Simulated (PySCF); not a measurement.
C₆ coefficients of unlike pairs at PBE0

Calculated with PySCF 2.14 from the dipole response of each species, C₆(A,B) = (3/π) ∫ α_A(iu) α_B(iu) du, in atomic units, from isotropic polarisabilities. For ions this is the dispersion term alone; charge-induced terms of lower order in 1/R come first.

```json
{"species": "Cl⁺", "configuration": "[Ne] 3s2 3p4 (3P)", "basis": "dyall-av2z (13s9p2d)", "relativity": "none", "α (bohr³)": "8.514", "C₆ (like pair)": "41.30"}
{"species": "Ne", "configuration": "[Ne] (1S)", "basis": "dyall-acv3z (15s9p4d2f)", "relativity": "spin-free X2C", "α (bohr³)": "2.416", "C₆ (like pair)": "5.783"}
{"species": "Ta²⁺", "configuration": "[Xe] 4f14 5d3 (4F)", "basis": "x2c-TZVPPall with one added diffuse shell each of s, p, d, f type (12s8p8d4f1g)", "relativity": "spin-free X2C", "α (bohr³)": "14.52", "C₆ (like pair)": "82.29"}
{"species": "Xe²⁺", "configuration": "[Kr] 4d10 5s2 5p4 (3P)", "basis": "def2-QZVPPD with the def2 core potential (28 electrons) (8s7p5d4f1g)", "relativity": "core potential", "α (bohr³)": "12.76", "C₆ (like pair)": "91.67"}
```

Q: Estimate C₆ for Ta²⁺ with Ne.

A: The integral gives 20.70. The combination rule 2 C_A C_B / (C_A α_B/α_A + C_B α_A/α_B) gives 19.65 and the geometric mean 21.81.

No spin-orbit coupling is included.

The other pairs:

```tsv
pair	C₆
Xe²⁺, Cl⁺	61.39
Xe²⁺, Ta²⁺	86.35
Ta²⁺, Cl⁺	57.78
Ne, Cl⁺	14.73
Xe²⁺, Ne	22.20
```
